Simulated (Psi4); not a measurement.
C$_{3}$H$_{5}$ (SMILES [CH-]1CC1), charge -1, singlet, geometry from GFN2-xTB (a gas-phase anion, which may not be bound at this level); CCSD(T)/6-31G* run with Psi4.

The Psi4 input:
```
memory 2 GB

molecule mol {
-1 1
  C    -0.010751    0.960170    0.093412
  C     0.755777   -0.344508    0.026624
  C    -0.748251   -0.360884    0.021847
  H    -0.012597    1.431798   -0.941996
  H     1.255392   -0.743614   -0.876342
  H     1.261661   -0.709388    0.929634
  H    -1.251796   -0.736753    0.921650
  H    -1.233312   -0.770710   -0.884248
}

set basis 6-31g*
set reference rhf

energy('ccsd(t)')
print_variables()
```

The log (banner, timings and long lists left out):

```
   => Loading Basis Set <=

    Name: 6-31G*
    Role: ORBITAL
    Keyword: BASIS

         ---------------------------------------------------------
                                   SCF
               by Justin Turney, Rob Parrish, Andy Simmonett
                          and Daniel G. A. Smith
                              RHF Reference
         ---------------------------------------------------------

  ==> Geometry <==

    Molecular point group: c1
    Full point group: C1

    Geometry (in Angstrom), charge = -1, multiplicity = 1:

       Center              X                  Y                   Z               Mass
    ------------   -----------------  -----------------  -----------------  -----------------
         C           -0.010283139118     0.923212410736     0.072830846501    12.000000000000
         C            0.756244860882    -0.381465589264     0.006042846501    12.000000000000
         C           -0.747783139118    -0.397841589264     0.001265846501    12.000000000000
         H           -0.012129139118     1.394840410736    -0.962577153499     1.007825032230
         H            1.255859860882    -0.780571589264    -0.896923153499     1.007825032230
         H            1.262128860882    -0.746345589264     0.909052846501     1.007825032230
         H           -1.251328139118    -0.773710589264     0.901068846501     1.007825032230
         H           -1.232844139118    -0.807667589264    -0.904829153499     1.007825032230

  Running in c1 symmetry.

  Rotational constants: A =      0.74740  B =      0.69819  C =      0.44165 [cm^-1]
  Rotational constants: A =  22406.59780  B =  20931.20588  C =  13240.39324 [MHz]
  Nuclear repulsion =   68.406234977408303

  Charge       = -1
  Multiplicity = 1
  Electrons    = 24
  Nalpha       = 12
  Nbeta        = 12

  ==> Algorithm <==

  SCF Algorithm Type is PK.
  DIIS enabled.
  MOM disabled.
  Fractional occupation disabled.
  Guess Type is SAD.
  Energy threshold   = 1.00e-08
  Density threshold  = 1.00e-08
  Integral threshold = 1.00e-12

  ==> Primary Basis <==

  Basis Set: 6-31G*
    Blend: 6-31G*
    Number of shells: 28
    Number of basis functions: 55
    Number of Cartesian functions: 55
    Spherical Harmonics?: false
    Max angular momentum: 2

  ==> Integral Setup <==

  Using in-core PK algorithm.
   Calculation information:
      Number of atoms:                   8
      Number of AO shells:              28
      Number of primitives:             65
      Number of atomic orbitals:        55
      Number of basis functions:        55

      Integral cutoff                 1.00e-12
      Number of threads:                 1

  Performing in-core PK
  Using 2373140 doubles for integral storage.
  We computed 82605 shell quartets total.
  Whereas there are 82621 unique shell quartets.

  ==> DiskJK: Disk-Based J/K Matrices <==

    J tasked:                  Yes
    K tasked:                  Yes
    wK tasked:                  No
    Schwarz Cutoff:          1E-12

  Minimum eigenvalue in the overlap matrix is 7.6445799491E-03.
  Reciprocal condition number of the overlap matrix is 1.0684269952E-03.
    Using symmetric orthogonalization.

  ==> Pre-Iterations <==

  SCF Guess: Superposition of Atomic Densities via on-the-fly atomic UHF (no occupation information).

   -------------------------
    Irrep   Nso     Nmo
   -------------------------
     A         55      55
   -------------------------
    Total      55      55
   -------------------------

  ==> Iterations <==

                        Total Energy        Delta E     RMS |[F,P]|

   @RHF iter SAD:  -115.77462907785878   -1.15775e+02   0.00000e+00
   @RHF iter   1:  -116.20681823748197   -4.32189e-01   8.58900e-03 ADIIS/DIIS
   @RHF iter   2:  -116.31486111602551   -1.08043e-01   4.61919e-03 ADIIS/DIIS
   @RHF iter   3:  -116.34746212465001   -3.26010e-02   5.17344e-04 ADIIS/DIIS
   @RHF iter   4:  -116.34835095166599   -8.88827e-04   1.02739e-04 ADIIS/DIIS
[...]
  @RHF Final Energy:  -116.34840345521113
    Total Energy =                       -116.3484034552111268
[...]
     4        -0.441367508965981    2.044e-03    0.008802    0.027434    0.027434    0.147041
     5        -0.441404524762931    9.303e-04    0.008932    0.028357    0.028357    0.147176
     6        -0.441399652806524    3.847e-04    0.009014    0.028895    0.028895    0.147188
     7        -0.441393243738635    1.266e-04    0.009032    0.029031    0.029031    0.147179
     8        -0.441394343049606    4.477e-05    0.009039    0.029082    0.029082    0.147177
     9        -0.441393758715477    1.441e-05    0.009038    0.029082    0.029082    0.147176
    10        -0.441393818363660    6.229e-06    0.009038    0.029083    0.029083    0.147175
    11        -0.441393925031482    2.169e-06    0.009038    0.029083    0.029083    0.147176
    12        -0.441394020844419    6.887e-07    0.009038    0.029082    0.029082    0.147176
    13        -0.441394039483482    2.192e-07    0.009038    0.029082    0.029082    0.147176
    14        -0.441394039135139    8.495e-08    0.009038    0.029082    0.029082    0.147176

    Iterations converged.

    Largest TIA Amplitudes:
             11   1        -0.0163537142
             11   0        -0.0123512567
             11   3         0.0111147364
              6  18        -0.0108972176
              6   1        -0.0098203640
              8  19        -0.0091633498
             10  29         0.0073910310
             11  17         0.0072552450
             10  16         0.0070814715
             10  10         0.0070665120

    Largest TIjAb Amplitudes:
     11  11  13  13        -0.0311183203
     10  10   4   4        -0.0304136273
      9   9   4   4        -0.0285174183
     11  11   7   7        -0.0279068755
     11  11   4   4        -0.0239976296
     10  10   6   6        -0.0210621820
     10  10  16  16        -0.0201725673
      8   8   5   5        -0.0195054176
     10  10   4  16        -0.0180216528
     10  10  16   4        -0.0180216528

    SCF energy       (wfn)                    = -116.348403455211127
    Reference energy (file100)                = -116.348403455211326

    Opposite-spin MP2 correlation energy      =   -0.310465939901773
    Same-spin MP2 correlation energy          =   -0.098763961660509
    Singles MP2 correlation energy            =   -0.000000000000000
    MP2 correlation energy                    =   -0.409229901562282
      * MP2 total energy                      = -116.757633356773610

    Opposite-spin CCSD correlation energy     =   -0.351006144215073
    Same-spin CCSD correlation energy         =   -0.090387894920066
    Singles CCSD correlation energy           =    0.000000000000000
    CCSD correlation energy                   =   -0.441394039135139
      * CCSD total energy                     = -116.789797494346459

            **************************
            *                        *
            *        CCTRIPLES       *
            *                        *
            **************************

    Wave function   =    CCSD_T
    Reference wfn   =      RHF

    Nuclear Rep. energy (wfn)                =   68.406234977408303
    SCF energy          (wfn)                = -116.348403455211127
    Reference energy    (file100)            = -116.348403455211326
    CCSD energy         (file100)            =   -0.441394039135139
    Total CCSD energy   (file100)            = -116.789797494346459

    Number of ijk index combinations:              364
    Approx. words needed per explicit thread:          318028
    Number of threads for explicit ijk threading:    1

    MKL num_threads set to 1 for explicit threading.

    (T) energy                                =   -0.014468038520893
      * CCSD(T) total energy                  = -116.804265532867362

  Variable Map:
  ----------------------------------------------------------------------------
[...]
  Array Variable Map:
  ----------------------------------------------------------------------------
[...]
[...]
```
